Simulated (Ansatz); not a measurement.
```yaml
crystal:
  periodic: [false, false, false]
  atoms:
    - {symbol: Ag, position_ang: [-0.000460, 0.000442, 0.000402]}
    - {symbol: I, position_ang: [-1.800489, -0.143117, -1.833630]}
    - {symbol: I, position_ang: [1.800949, 0.142675, 1.833228]}
basis:
  gaussian: {orbitals: def2-TZVP, initial_orbitals: start.molden}
magnetization: {spin_polarized: true, initial_magnetization: 1}
hamiltonian: {xc: pbe}
correlation: {method: rpa}
scf: {omitted_lower_state_checks: [starts]}
```

The file start.molden holds the orbitals of an earlier run on this structure, at another level or in another basis.

```sh
$ ansatz run in.yaml --threads 4 --pin off --events-out ev --progress --plain --max-ram 3916MiB
```

Output, abridged:

```
Functional definition: PBE
1350 factors; integrals over basis functions are off by at most 2.5e-4 eV
mean field evaluation 1: about -20203.5940 eV, gradient 4.7e0 eV
mean field evaluation 2: about -20203.6884 eV, gradient 1.1e-1 eV
mean field evaluation 4: about -20203.6850 eV, gradient 4.6e-4 eV
mean field evaluation 8: about -20203.6850 eV, gradient 9.8e-6 eV
mean field -20203.68499188 eV, -742.4717289022 hartree, gradient 9.8e-6 eV, S^2 0.751805; 0 other end points of the search recorded, 0 dependent functions left out
8 core orbitals not correlated: weight in the atoms' cores, before any rotation towards them, 1.000 or more for the frozen orbitals, at most 0.000 for the correlated occupied ones
reference -20121.11294101 eV, -739.4372620019 hartree; 27, 26 occupied and 105, 106 virtual orbitals, 1350 factors
Error: the energy between an occupied orbital and the lowest state that it is excited into in its spin channel is -0.0103 eV and must be positive: a state without a gap has no random-phase energy
```

**Question.** Can the result of this run be used?

**Answer.** No. The run stopped with an error. The reference has no gap: an occupied orbital lies above an empty one, and the correlation energy can't be formed.
